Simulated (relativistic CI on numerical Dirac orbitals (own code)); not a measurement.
# d2 in a ligand field

Computed with a parametric ligand-field model of a d^n configuration (Racah B and C, spin-orbit zeta, crystal field), exact diagonalisation.

Field parameters in Wybourne normalisation: D3d B²₀ = −7Dσ, B⁴₀ = −14Dq − 21Dτ, B⁴₃ = −14√(10/7) Dq; D4h B²₀ = −7Ds, B⁴₀ = 21(Dq − Dt), B⁴₄ = 21√(5/14) Dq; Oh B⁴₀ = 21Dq, B⁴₄ = √(5/14) B⁴₀. The field is a parameter set, without covalency.

Problem. Ground term and bands for B = 880, C = 4030, ζ = 0 cm⁻¹, D3d, 10Dq = 34900, Dσ = -1200, Dτ = 120 cm⁻¹?

Solution. Ground term 3A2 with 0.00 electrons in the two orbitals of the cubic e set. Spin-allowed: 3E 1880 cm⁻¹, 3A1 33799 cm⁻¹ (296 nm), 3E 35024 cm⁻¹ (286 nm), 3A2 44196 cm⁻¹ (226 nm). Lowest spin-forbidden: 1E 13336 cm⁻¹ (750 nm), 1E 15866 cm⁻¹ (630 nm), 1A1 16049 cm⁻¹ (623 nm).

Problem. Ground term and bands for B = 640, C = 2750, ζ = 0 cm⁻¹, Oh, 10Dq = 11650 cm⁻¹?

Solution. Ground term 3T1 with 0.04 electrons in the two orbitals of the cubic e set. Spin-allowed: 3T2 10539 cm⁻¹ (949 nm), 3T1 19029 cm⁻¹ (526 nm), 3A2 22189 cm⁻¹ (451 nm). Lowest spin-forbidden: 1T2 9720 cm⁻¹ (1029 nm), 1E 9934 cm⁻¹ (1007 nm), 1A1 20000 cm⁻¹ (500 nm).

Problem. Ground term and bands for B = 320, C = 1450, ζ = 0 cm⁻¹, D4h, 10Dq = 13000, Ds = -1500, Dt = -320 cm⁻¹?

Solution. Ground term 3E with 0.01 electrons in the two orbitals of the cubic e set. Spin-allowed: 3A2 2722 cm⁻¹, 3E 12928 cm⁻¹ (774 nm), 3A2 13509 cm⁻¹ (740 nm), 3B2 16916 cm⁻¹ (591 nm). Lowest spin-forbidden: 1A1 3203 cm⁻¹ (3122 nm), 1E 4909 cm⁻¹ (2037 nm), 1B2 7811 cm⁻¹ (1280 nm).

Problem. Ground term and bands for B = 680, C = 2960, ζ = 0 cm⁻¹, Oh, 10Dq = 5000 cm⁻¹?

Solution. Ground term 3T1 with 0.10 electrons in the two orbitals of the cubic e set. Spin-allowed: 3T2 4296 cm⁻¹ (2328 nm), 3A2 9296 cm⁻¹ (1076 nm), 3T1 13793 cm⁻¹ (725 nm). Lowest spin-forbidden: 1T2 10300 cm⁻¹ (971 nm), 1E 10775 cm⁻¹ (928 nm), 1T2 16692 cm⁻¹ (599 nm).

Problem. Ground term and bands for B = 340, C = 1500, ζ = 0 cm⁻¹, D4h, 10Dq = 30750, Ds = -1500, Dt = -500 cm⁻¹?

Solution. Ground term 3E with 0.00 electrons in the two orbitals of the cubic e set. Spin-allowed: 3A2 1965 cm⁻¹, 3E 30583 cm⁻¹ (327 nm), 3A2 32053 cm⁻¹ (312 nm), 3B2 36334 cm⁻¹ (275 nm). Lowest spin-forbidden: 1A1 4063 cm⁻¹ (2461 nm), 1E 5101 cm⁻¹ (1960 nm), 1B2 7105 cm⁻¹ (1408 nm).
